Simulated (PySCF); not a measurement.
# Structure from 2D NMR

Compound of formula C5H14OSi3. Correlations simulated from computed shifts and the bond graph:

HSQC (one-bond C–H):
```
  δH    δC
1.45  41.3
1.36  24.1
1.19  25.9
1.16  43.2
1.10  12.2
0.65  24.1
```

COSY cross peaks (H two or three bonds apart, from the bond graph; peaks can be absent where the dihedral angle is near 90°):
```
  δH    δH
5.22  5.01
5.22  1.10
5.18  5.07
5.18  1.16
5.07  1.16
5.01  1.10
4.46  4.26
4.46  1.36
4.46  1.10
4.46  0.65
4.26  1.36
4.26  1.10
4.26  0.65
1.45  1.36
1.45  1.19
1.45  1.16
1.45  0.65
1.36  0.65
1.16  1.10
```

HMBC (two and three bonds, from the bond graph):
```
  δH                      δC
5.22              43.2, 12.2
5.18        43.2, 41.3, 12.2
5.07        43.2, 41.3, 12.2
5.01              43.2, 12.2
4.46  43.2, 41.3, 24.1, 12.2
4.26  43.2, 41.3, 24.1, 12.2
1.45  43.2, 25.9, 24.1, 12.2
1.36  43.2, 41.3, 25.9, 12.2
1.19        43.2, 41.3, 24.1
1.16  41.3, 25.9, 24.1, 12.2
1.10        43.2, 41.3, 24.1
0.65  43.2, 41.3, 25.9, 12.2
```

- GFN2-xTB structure
- NMR shieldings at PBE0/pcSseg-1/GIAO
- code: PySCF
- no relativistic terms, one averaged value for each set of equivalent atoms, one computed conformer, no solvent

Scale: 1H and 13C vs TMS (reference shieldings calculated alike).

Exchangeable hydrogens are left out of these lists.

Assemble the structure.

Results:

`C[C@@H]1C[SiH2][C@H]2[SiH2]O[SiH2][C@H]21`.

Structure with atom numbers: `[CH3:1][C@@H:2]1[CH2:3][SiH2:4][C@H:5]2[SiH2:6][O:7][SiH2:8][C@@H:9]12`. Hydrogens are named by the atom that carries them. Ha(C3), Ha(Si4) are cis to C1 on the ring; Ha(Si6), Ha(Si8) are cis to C2 on the ring; Hb(C3), Hb(Si4) are trans to C1 on the ring; Hb(Si6), Hb(Si8) are trans to C2 on the ring.

- δC 43.2 is C9, an sp3 CH bonded to Si (δH 1.16).
- δC 41.3 is C2, an sp3 CH in a ring (δH 1.45).
- δC 25.9 is C1, a methyl carbon (δH 1.19).
- δC 24.1 is C3, an sp3 CH2 bonded to Si (δH 1.36, 0.65).
- δC 12.2 is C5, an sp3 CH bonded to 2 Si (δH 1.10).
- COSY links 5.22–5.01, 5.22–1.10, 5.18–5.07, 5.18–1.16, 5.07–1.16, 5.01–1.10.

The data come from this structure; uniqueness wasn't tested.

Shifts are as computed. Against solution values, carbons near 30 ppm lie about +3 ppm off and those near 130 ppm about +5 ppm. Of 1211 compounds with measured shifts, 218 miss one by over three times the rms of a fit or turn the order of signals round; such compounds aren't used in these exercises.
